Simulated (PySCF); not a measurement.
# Ionisation energy along the 10-electron series

Calculated with PySCF 2.14 and a two-component X2C-1e Hamiltonian (Gaussian nucleus, no Breit or QED terms), each ion in its own even-tempered basis scaled to its charge; GMP2 freezes nothing and drops the highest virtual spinors. Values in eV. NIST values: (m) measured, (s) semi-empirical, (t) theoretical.

```json
{"ion": "Hg⁷⁰⁺", "configuration": "[Ne]", "GHF (spin-free)": "19135.7", "GMP2 (spin-free)": "19137.4", "GHF (screened spin-orbit)": "18573.5", "GMP2 (screened spin-orbit)": "18575.2", "NIST": "18550 ± 60 (t)"}
{"ion": "Tl⁷¹⁺", "configuration": "[Ne]", "GHF (spin-free)": "19684.8", "GMP2 (spin-free)": "19686.5", "GHF (screened spin-orbit)": "19091.8", "GMP2 (screened spin-orbit)": "19093.4", "NIST": "19070 ± 60 (t)"}
{"ion": "Pb⁷²⁺", "configuration": "[Ne]", "GHF (spin-free)": "20242.7", "GMP2 (spin-free)": "20244.4", "GHF (screened spin-orbit)": "19617.6", "GMP2 (screened spin-orbit)": "19619.2", "NIST": "19590 ± 70 (t)"}
```

Between Z = 80 and Z = 82 the GMP2 (screened spin-orbit) value grows as Z to the power 2.21.
